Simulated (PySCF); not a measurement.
System: C3H12AlN, charge 0, multiplicity 1. 
Coordinates optimised at B3LYP-D3(BJ)/def2-TZVP (Ansatz):
SMILES: [N+](C)([AlH3-])(C)C
```xyz
17

Al     0.6669     1.5174     0.1902
N     -0.1592    -0.3623    -0.0454
C     -0.3655    -0.9665     1.2873
C      0.7655    -1.1968    -0.8406
C     -1.4533    -0.2334    -0.7472
H      2.0187     1.1310     0.9505
H      0.7933     1.9569    -1.3414
H     -0.4808     2.2164     1.0557
H     -0.8031    -1.9651     1.1928
H      0.5915    -1.0362     1.8006
H     -1.0310    -0.3317     1.8688
H      1.7200    -1.2661    -0.3228
H      0.9246    -0.7300    -1.8105
H      0.3525    -2.2005    -0.9814
H     -1.2895     0.2314    -1.7173
H     -2.1165     0.3998    -0.1613
H     -1.9146    -1.2161    -0.8860
```
Charge 0, spin multiplicity 1.

Dispersion corrections to the total energy (kcal/mol) from the dftd3 and dftd4 libraries through PySCF: D3(BJ) without and D4 with the three-body term, each with the damping fitted for the functional named.

```
functional  D3(BJ)      D4
----------  ------  ------
TPSSh            …  -10.93
LC-wPBE      -8.71   -9.81
HSE06            …   -6.95
CAM-B3LYP        …   -7.53
PBE          -9.29   -8.89
PW6B95       -4.65   -7.32
HF          -63.55  -31.58
```

### Question
Fill in the missing entries.

### Answer

- TPSSh, D3(BJ): -10.74
- HSE06, D3(BJ): -6.10
- CAM-B3LYP, D3(BJ): -7.24
